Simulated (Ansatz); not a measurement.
Reaction (atomization): `F[Si](F)(F)CS` → C• + 3 F• + 3 H• + S• + Si•

Program: Ansatz. Geometries: PBE0-D4/def2-TZVP. ΔE: electronic, gas phase. CCSD(T)/CBS is the MP2 limit (def2-TZVPP, def2-QZVPP) plus CCSD(T) − MP2 in def2-TZVPP, frozen cores. This one scheme is used for every species, atoms too. Functionals use def2-TZVPP. Open shells (•) are unrestricted, without spin–orbit coupling. Spin–orbit coupling would lower the free atoms: a little for C, F, S, Si. Each species was taken in one conformer, which may not be the lowest.

`F[Si](F)(F)CS`:

```xyz
9

F     0.124   -0.060   -2.254
Si   -0.671    0.347   -0.958
F    -0.756    1.918   -0.921
F    -2.139   -0.211   -1.099
C     0.094   -0.342    0.571
S     1.795    0.234    0.801
H    -0.534   -0.041    1.413
H     0.061   -1.432    0.491
H     2.024   -0.412    1.955
```

```json
{"species": "`F[Si](F)(F)CS`", "ωB97X-V energy (Eh)": "-1027.30294"}
{"species": "C•", "ωB97X-V energy (Eh)": "-37.84659"}
{"species": "F•", "ωB97X-V energy (Eh)": "-99.73415"}
{"species": "H•", "ωB97X-V energy (Eh)": "-0.50049"}
{"species": "S•", "ωB97X-V energy (Eh)": "-398.04829"}
{"species": "Si•", "ωB97X-V energy (Eh)": "-289.31746"}
```

Task: Work out ΔE.

Result: ΔE = 3 × (-99.73415) + 3 × (-0.50049) + (-37.84659) + (-398.04829) + (-289.31746) − (-1027.30294) = 1.38668 Eh = +870.2 kcal/mol. CCSD(T)/CBS gives +872.3 kcal/mol.

Largest T1 diagnostic among the species: 0.012.

In def2-TZVPP, CCSD(T) changes the Hartree–Fock value by +205.2 kcal/mol (the triples alone add +13.5 kcal/mol) and MP2 by +234.1 kcal/mol; breaking electron pairs costs correlation energy, which Hartree–Fock lacks. From PBE to PBE0 (25 % exact exchange), in def2-TZVPP and without D4, ΔE moves by −18.0 kcal/mol: exact exchange takes away binding that semilocal exchange gives to molecules.

For atomizations the MP2-based limit and the directly extrapolated one differ by several kJ/mol either way, and by 10 to 25 for some Ge, Se and Sn compounds, so smaller differences from it don't rank the levels.
